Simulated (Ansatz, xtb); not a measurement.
Relative energy of two structures of BGaH5N

Structure X is a singlet given by its coordinates and structure Y is `B[NH][GaH2]`, a singlet. Both are isolated molecules in the gas phase, relaxed with B3LYP-D3(BJ)/def2-SVP; the shapes shown needn't be the lowest conformers.

X (Å):

```xyz
8

B    -1.3122    0.0400    0.2750
Ga   -0.4949    2.2047    0.5623
N     0.0091    0.3843   -0.4873
H    -2.1380    0.9252   -0.0764
H     0.8227   -0.1603   -0.2042
H    -0.0586    0.3448   -1.5035
H    -1.0806    0.3187    1.4824
H    -1.7847   -1.0734    0.1622
```

Close contacts (Å): B1–Ga2 2.33, B1–N3 1.56, Ga2–N3 2.16, B1–H4 1.26, B1–H7 1.26, B1–H8 1.21, Ga2–H4 2.18, Ga2–H7 2.18, N3–H5 1.02, N3–H6 1.02.

Y (Å):

```xyz
8

B    -0.0822   -2.2666    2.0581
Ga   -1.6118   -0.7031    0.1229
N    -0.9738   -2.2371    0.9713
H     0.3306   -1.2226    2.5108
H     0.2672   -3.3236    2.5342
H    -1.2968   -3.1370    0.6204
H    -1.1012    0.6615    0.6799
H    -2.6007   -0.9420   -1.0693
```

Energies in hartree; the thermal terms are from B3LYP-D3(BJ)/def2-SVP harmonic frequencies (ideal gas, rigid rotor, one conformer each, 298.15 K, 1 atm) and include the zero-point energy:

```
                                X            Y
E, CCSD(T)/def2-TZVP  −2005.939991  −2005.943249
   zero-point energy      0.057062      0.051170
        H(298 K) − E      0.062776      0.057267
        G(298 K) − E      0.029342      0.023379
```

Question: Work out ΔE, ΔE₀, ΔH and ΔG for X → Y in kcal/mol (1 Eh = 627.51 kcal/mol) and the equilibrium ratio [Y]/[X].

Answer: 1. ΔE = −2005.943249 − (−2005.939991) = −0.003258 Eh = −2.04 kcal/mol.
2. ΔE₀ = ΔE + ΔZPE = −0.003258 + (−0.005892) Eh = −5.74 kcal/mol.
3. ΔH = ΔE + (−0.005509) Eh = −5.50 kcal/mol.
4. ΔG = ΔE + (−0.005963) Eh = −5.79 kcal/mol, so ΔS = (ΔH − ΔG)/T = +4.0 J/(mol K).
5. kT = 0.9442 mEh, so K = [Y]/[X] = exp(−ΔG/kT) = exp(+9.77) ≈ 1.7 × 10^4.

Structure Y is favoured at this temperature. An error of 1 kcal/mol in ΔG would change K by a factor of 5.4. B3LYP-D3(BJ)/def2-SVP gave ΔE the other sign. Mirror images and further conformers aren't counted.

Other levels gave ΔE = +3.4 (B3LYP-D3(BJ)/def2-SVP); −12.4 (HF/def2-TZVP); −3.8 (MP2/def2-TZVP) kcal/mol. The correlated steps freeze 11 core orbitals; the filled d shell of Ga is correlated, in a basis made for valence electrons. Programs: Ansatz 0.2.0.
